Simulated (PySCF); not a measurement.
Al(F)2(GeH3) (AlF2GeH3), SMILES [F][Al]([F])[GeH3].

Geometry optimised at PBE0-D3(BJ)/def2-SVP.

Two levels are set side by side: TDDFT-PBE/def2-SVPD (PySCF) and TDDFT-B3LYP/def2-SVPD (PySCF). Vertical, same geometry. The lowest singlet is HOMO→LUMO 96 % with PBE and HOMO→LUMO 97 % with the other functional; states are paired by order. Differences are taken from unrounded values.

| quantity | TDDFT-B3LYP | TDDFT-PBE | TDDFT-PBE minus TDDFT-B3LYP |
|---|---|---|---|
| lowest singlet excitation (eV) | 6.18 | 5.91 | -0.27 |
| lowest triplet excitation (TDA) (eV) | 5.05 | 4.81 | -0.25 |
| first bright state (f over 0.05) (eV) | 6.18 | 5.91 | -0.27 |
| its oscillator strength | 0.08 | 0.07 | -0.01 |

Functionals without exact exchange tend to place singlet excitations lower, as here. Differences between two approximate levels are no errors against the true value.

Rough cost on one machine, each run with all the roots and properties that it gave: TDDFT-B3LYP against TDDFT-PBE about 3 times.
